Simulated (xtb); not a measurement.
H2Cl3NTi, charge +1, quartet, geometry from GFN2-xTB of the parent state (such geometries of metal compounds can be far from the true shape) (a state made from the parent by changing its charge; the spin is typed, not shown lowest); GFN2-xTB run with xtb.

xtb was given this input:
```
$ xtb mol.xyz --gfn 2 --chrg 1 --uhf 3 --json

# file mol.xyz
7

Ti    -0.13937091    -0.24600478    -0.03069779
Cl     1.81546559    -0.40073557    -0.86150818
Cl     0.06558105     0.32640835     2.01346250
Cl    -1.09675410     1.40177927    -0.99077141
N     -1.07131466    -1.79322522    -0.21542631
H     -0.79360286    -2.60218848    -0.77409091
H     -1.97400768    -1.99981506     0.21731681
```

Output, abridged:

```
   ID    Z sym.   atoms
    1   22 Ti     1
    2   17 Cl     2-4
    3    7 N      5
    4    1 H      6, 7

           -------------------------------------------------
          |                Calculation Setup                |
           -------------------------------------------------

           -------------------------------------------------
          |                 G F N 2 - x T B                 |
           -------------------------------------------------

          ...................................................
          :                      SETUP                      :
          :.................................................:
          :  # basis functions                  46          :
          :  # atomic orbitals                  42          :
          :  # shells                           16          :
          :  # electrons                        31          :
          :  max. iterations                   250          :
          :  Hamiltonian                  GFN2-xTB          :
          :  restarted?                      false          :
          :  GBSA solvation                  false          :
          :  PC potential                    false          :
          :  electronic temp.          300.0000000     K    :
          :  accuracy                    1.0000000          :
          :  -> integral cutoff          0.2500000E+02      :
          :  -> integral neglect         0.1000000E-07      :
          :  -> SCF convergence          0.1000000E-05 Eh   :
          :  -> wf. convergence          0.1000000E-03 e    :
          :  Broyden damping             0.4000000          :
          :  net charge                          1          :
          :  unpaired electrons                  3          :
          ...................................................

 iter      E             dE          RMSdq      gap      omega  full diag
   1    -18.3043474 -0.183043E+02  0.130E+01    0.41       0.0  T
   2    -18.6360534 -0.331706E+00  0.803E+00    0.13       1.0  T
   3    -18.7426996 -0.106646E+00  0.406E+00    0.12       1.0  T
   4    -18.7481365 -0.543689E-02  0.419E+00    0.11       1.0  T
   5    -18.7849555 -0.368191E-01  0.284E+00    0.10       1.0  T
   6    -18.7802553  0.470026E-02  0.281E+00    0.11       1.0  T
   7    -18.7510796  0.291757E-01  0.307E+00    0.10       1.0  T
   8    -18.7890452 -0.379657E-01  0.237E+00    0.10       1.0  T
[...]
         :: total energy             -18.741346171816 Eh    ::
[...]
     2  17 Cl       0.762     0.091    96.318    15.012
     3  17 Cl       0.762     0.099    96.095    14.995
     4  17 Cl       0.762     0.102    96.007    14.988
     5   7 N        2.495    -0.311    28.069     7.868
     6   1 H        0.864     0.261     0.843     1.438
     7   1 H        0.864     0.256     0.861     1.453

 Mol. C6AA /au·bohr⁶  :       2122.995372
 Mol. C8AA /au·bohr⁸  :     106652.095871
 Mol. α(0) /au        :         81.284132

Wiberg/Mayer (AO) data.
largest (>0.10) Wiberg bond orders for each atom

 ---------------------------------------------------------------------------
     #   Z sym  total        # sym  WBO       # sym  WBO       # sym  WBO
 ---------------------------------------------------------------------------
     1  22 Ti   3.917 --     4 Cl   0.955     3 Cl   0.953     2 Cl   0.947
                             5 N    0.945
     2  17 Cl   1.367 --     1 Ti   0.947     4 Cl   0.174     3 Cl   0.162
     3  17 Cl   1.525 --     1 Ti   0.953     4 Cl   0.219     5 N    0.189
                             2 Cl   0.162
     4  17 Cl   1.584 --     1 Ti   0.955     5 N    0.234     3 Cl   0.219
                             2 Cl   0.174
     5   7 N    3.193 --     1 Ti   0.945     6 H    0.872     7 H    0.871
                             4 Cl   0.234     3 Cl   0.189
     6   1 H    0.931 --     5 N    0.872
     7   1 H    0.934 --     5 N    0.871
 ---------------------------------------------------------------------------

Topologies differ in total number of bonds
Writing topology from bond orders to xtbtopo.mol

molecular dipole:
                 x           y           z       tot (Debye)
 q only:       -0.733      -1.165      -0.142
   full:       -0.698      -1.066      -0.129       3.256
molecular quadrupole (traceless):
                xx          xy          yy          xz          yz          zz
 q only:       -0.522       3.994       3.794      -0.204       1.352      -3.272
  q+dip:       -0.500       4.639       4.311      -0.315       1.560      -3.811
   full:       -0.179       4.461       3.523       0.083       1.108      -3.344

           -------------------------------------------------
          | TOTAL ENERGY              -18.741346171816 Eh   |
          | GRADIENT NORM               0.041243168517 Eh/α |
          | HOMO-LUMO GAP               0.095391805426 eV   |
           -------------------------------------------------

normal termination of xtb
```
